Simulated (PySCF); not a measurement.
Job file and geometry (Å, from GFN2-xTB) of an NMR shielding run on SMILES O1[SiH2][SiH2]N(C)[Si@H]1N, CH10N2OSi3, GIAO PBE0/pcSseg-1 NMR shielding, non-relativistic, gas phase (PySCF 2.14.0, density-fitted response routines); density fitting, a coarse starting grid and PySCF grid level 2 are the driver's defaults:

```
$ OMP_NUM_THREADS=1 python probes_run.py task.json out

{"job": {"kind": "nmr", "xc": "PBE0", "basis": "pcSseg-1"}, "charge": 0, "multiplicity": 1}
C     -1.275369     1.689234     0.138548
N     -0.235543     0.690767     0.212861
Si     1.442230     1.115569     0.003059
Si     2.215711    -1.037740     0.240735
O      0.753318    -1.768508     0.377422
Si    -0.671536    -0.982251     0.342637
N     -1.497990    -1.510377    -1.072640
H     -1.620453     1.829902    -0.890549
H     -2.130473     1.389228     0.744962
H     -0.906741     2.646122     0.507224
H      1.618431     1.782573    -1.302310
H      1.744061     2.131077     1.030614
H      2.849333    -1.698972    -0.904366
H      2.921489    -1.414702     1.470265
H     -1.315085    -1.230522     1.633236
H     -2.405405    -1.122515    -1.267961
H     -1.492977    -2.496854    -1.273646
```

Problem. What does the program print?

Solution. 
```
coarse grid: 15368 points
cycle   1  E = -1096.5915430184  dE =  8.810e-01  |g| = 9.069e-01  |ddm| = 3.821e+00
cycle   2  E = -1096.3261423906  dE =  2.654e-01  |g| = 1.461e+00  |ddm| = 2.077e+00
cycle   3  E = -1096.7449027109  dE = -4.188e-01  |g| = 1.283e-01  |ddm| = 1.508e+00
cycle   4  E = -1096.7470797785  dE = -2.177e-03  |g| = 7.351e-02  |ddm| = 1.510e-01
cycle   5  E = -1096.7481470398  dE = -1.067e-03  |g| = 1.237e-02  |ddm| = 6.874e-02
cycle   6  E = -1096.7481742478  dE = -2.721e-05  |g| = 4.910e-03  |ddm| = 1.555e-02
cycle   7  E = -1096.7481790450  dE = -4.797e-06  |g| = 1.058e-03  |ddm| = 4.768e-03
final grid: 133904 points
cycle   8  E = -1096.7915796938  dE = -1.699e-05  |g| = 1.052e-02  |ddm| = 2.103e-02
cycle   9  E = -1096.7915508733  dE =  2.882e-05  |g| = 1.612e-02  |ddm| = 2.000e-02
cycle  10  E = -1096.7916010371  dE = -5.016e-05  |g| = 1.216e-03  |ddm| = 1.253e-02
cycle  11  E = -1096.7916013183  dE = -2.812e-07  |g| = 2.515e-04  |ddm| = 1.028e-03
cycle  12  E = -1096.7916013295  dE = -1.122e-08  |g| = 7.675e-05  |ddm| = 2.549e-04
cycle  13  E = -1096.7916013307  dE = -1.182e-09  |g| = 2.387e-05  |ddm| = 8.528e-05
cycle  14  E = -1096.7916013308  dE = -1.237e-10  |g| = 6.782e-06  |ddm| = 2.727e-05
converged SCF energy = -1096.7916013308

GIAO shielding tensors (ppm)
atom      isotropic    diamagn.    paramagn.     s11        s22        s33       span
  0 C      155.883     242.236     -86.354    130.854    148.325    188.470     57.617
  1 N      238.964     334.557     -95.593    206.380    239.886    270.626     64.246
  2 Si     401.422     882.801    -481.380    352.280    371.675    480.311    128.031
  3 Si     371.358     880.802    -509.445    312.075    342.845    459.152    147.077
  4 O      296.444     402.220    -105.776    236.289    314.102    338.941    102.653
  5 Si     376.114     883.108    -506.994    353.516    377.504    397.322     43.806
  6 N      234.352     318.376     -84.024    213.996    223.212    265.848     51.852
  7 H       28.713      29.586      -0.873     23.503     26.535     36.100     12.597
  8 H       28.960      29.576      -0.616     24.020     26.833     36.028     12.008
  9 H       28.802      29.060      -0.258     23.568     26.902     35.936     12.369
 10 H       26.746      30.358      -3.612     23.119     24.504     32.615      9.497
 11 H       26.869      30.184      -3.315     23.071     24.839     32.696      9.625
 12 H       26.115      29.376      -3.261     22.511     24.212     31.621      9.110
 13 H       26.175      29.077      -2.902     22.569     24.185     31.770      9.200
 14 H       26.618      31.013      -4.395     22.900     24.224     32.730      9.831
 15 H       31.059      31.692      -0.633     23.887     27.604     41.686     17.799
 16 H       30.696      30.352       0.344     23.716     26.675     41.699     17.983
```

Problem. Turn these shieldings into chemical shifts. Scale: ¹³C (σref 186.93) and ²⁹Si (σref 349.16) and ¹H (σref 31.72) against TMS; ¹⁵N (σref 267.73) vs NH3; ¹⁷O (σref 336.08) against H2O (reference shieldings calculated alike).

Solution. Averaging equivalent atoms: C 0: 31.0; N 6: 33.4; N 1: 28.8; Si 3: -22.2; Si 5: -27.0; Si 2: -52.3; O 4: 39.6; H 12: 5.60; H 13: 5.54; H 14: 5.10; H 10: 4.97; H 11: 4.85; H 7/8/9: 2.89; H 15/16: 0.84 ppm. Experimental scales use liquid or dissolved standards, which lie at an offset from isolated NH3 (liquid NH3: subtract about 20 ppm) and H2O (liquid H2O: subtract about 36 ppm).

Size and cost of the density-fitted run: 190 basis functions, 29 s wall time on 1 thread of an Intel Xeon 6975P-C, shared host; peak memory 0.85 GiB.
